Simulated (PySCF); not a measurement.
C2H3O3, SMILES O(C([O])=O)C (connectivity only; charge and spin as stated), charge -1, multiplicity 1.

Coordinates come from a TPSSh-D3(BJ)/def2-SVPD optimisation. The geometry has at least one imaginary mode, so it is a saddle point at that level. The multiplicity is an assumed one; other spin states were not compared. The isomer is the one that the SMILES or the coordinates give; other isomers of the formula were not compared.

Level of theory: ωB97X/def2-SVPD (PySCF).

Gas-phase values at a fixed geometry.

```yaml
total_energy: -303.47792 hartree
point_group: Cs
highest_occupied_level: -4.26 eV
lowest_empty_level: 6.17 eV
orbital_gap: 10.43 eV
dipole_moment_about_the_centre_of_nuclear_charge: 4.74 D
mean_static_polarisability: 45.6 bohr³ (6.75 Å³)
polarisability_principal_values: 35.1, 45.4, 56.1 bohr³
```
